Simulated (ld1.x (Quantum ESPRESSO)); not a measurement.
**Before and after: RRKJ potential for silver**

- Element: silver (Ag)
- Generator: ld1.x (Quantum ESPRESSO) 7.5
- Type: norm-conserving RRKJ (Kleinman–Bylander form)
- Functional: PBE
- Relativity: scalar-relativistic
- Frozen core: [Ar] 3d10
- Valence charge: 19
- Reference configuration: 4s2 4p6 4d8 5s0 5p0 (charge +3)
- Partial waves: 4p (bound): rc 1.45 bohr; 4d (bound): rc 1.45 bohr; 4s (bound): rc 0.95 bohr
- Local potential: the s channel
- Core correction: Bessel-smoothed model core inside 0.60 bohr
- rho0: 0.005

Change: non-relativistic.

Cutoffs: the cutoffs (Ry, on a coarse ladder) from which the occupation-weighted sum of valence levels, in a spherical-Bessel basis at the reference potential, stays within 10 and 1 mRy of its value at 400 Ry; they do not see the model core or the augmentation charge, which bear on the density cutoff. Errors are all-electron minus pseudo energies relative to the spin-unpolarised reference configuration.

Q: Predict the effect on cutoff, ghosts and configuration errors.

A: The potential gets neither clearly harder nor softer (140 Ry and 260 Ry → 140 Ry and 260 Ry); the s channel sets the loose cutoff, while the largest relative change is in p, which becomes softer; of the 7 tests that both files solve, the error grows in 1 and shrinks in 6 by more than 15 % and 0.3 meV (median size 61.3 → 36.1 meV); neither file shows a bound ghost.

| quantity | base | changed |
| --- | --- | --- |
| cutoff, loose | 140 Ry | 140 Ry |
| cutoff, tight | 260 Ry | 260 Ry |
| loose cutoff by channel (10 mRy a level) | p 35 Ry, d 50 Ry, s 140 Ry | p 30 Ry, d 55 Ry, s 140 Ry |
| bound ghosts | none | none |
| error for 4s2 4p6 4d10 5s1 5p0, meV [ΔE -66.06 → -66.27 eV] | +93 | +71 |
| error for 4s2 4p6 4d10 5s0 5p0, meV [ΔE -58.31 → -59.08 eV] | +18 | +11 |
| error for 4s2 4p6 4d9 5s0 5p0, meV [ΔE -36.19 → -36.66 eV] | +9.0 | +4.6 |
| error for 4s2 4p6 4d9 5s1 5p1, meV [ΔE -57.49 → -57.15 eV] | +190 | +138 |
| error for 4s2 4p6 4d10 5s0.5 5p0, meV [ΔE -63.05 → -63.50 eV] | +61 | +46 |
| error for 4s2 4p6 4d7 5s0 5p0, meV [ΔE 51.72 → 52.31 eV] | +5.3 | +12 |
| error for 4s2 4p6 4d10 5s0 5p1, meV [ΔE -62.20 → -62.87 eV] | +62 | +36 |
| s: phases at 1.60 bohr within 0.05 rad from the reference energy up to (Ry; the scan ends near 5) | -0.9 | -0.5 |
| p: phases at 1.60 bohr within 0.05 rad from the reference energy up to (Ry; the scan ends near 5) | -0.7 | 0.1 |
| d: phases at 1.60 bohr within 0.05 rad from the reference energy up to (Ry; the scan ends near 5) | to the end of the scan | to the end of the scan |
